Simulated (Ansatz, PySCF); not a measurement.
This PySCF input computes a CCSD(T)/cc-pVDZ energy:

```python
from pyscf import gto, scf, mp, cc as ccmod

mol = gto.M(
    atom='''
    F    -0.00000000   -0.00000000   -1.20332382
    B     0.00000000    0.00000000    0.02582666
    O     0.00000000    0.00000000    1.33759763
    ''',
    basis='cc-pvdz',
    charge=1,
    spin=1,
    symmetry='C2v',
    verbose=4,
)

mf = scf.UHF(mol)
mf.conv_tol = 1e-10
mf.max_cycle = 100
mf.kernel()
mp2 = mp.MP2(mf, frozen=3).run()
cc = ccmod.CCSD(mf, frozen=3)
cc.max_cycle = 100
cc.kernel()
et = cc.ccsd_t()
print(f'E(CCSD(T)) = {cc.e_tot + et:.9f}')
```

### Question
Write an input for the same energy in Ansatz (a first-principles code) and say what it gives.

### Answer

Ansatz 0.2 input:
```yaml
crystal:
  periodic: [false, false, false]
  atoms:
    - {symbol: F, position_ang: [-0.00000000, -0.00000000, -1.20332382]}
    - {symbol: B, position_ang: [0.00000000, 0.00000000, 0.02582666]}
    - {symbol: O, position_ang: [0.00000000, 0.00000000, 1.33759763]}
basis:
  gaussian:
    orbitals: cc-pVDZ
total_charge: 1
magnetization: {spin_polarized: true, initial_magnetization: 1}
correlation: {method: ccsd_t, electrons: outside_noble_gas}
```
It gives -199.07803 Eh, and PySCF -199.07803 Eh, a difference of 0.00 mEh.
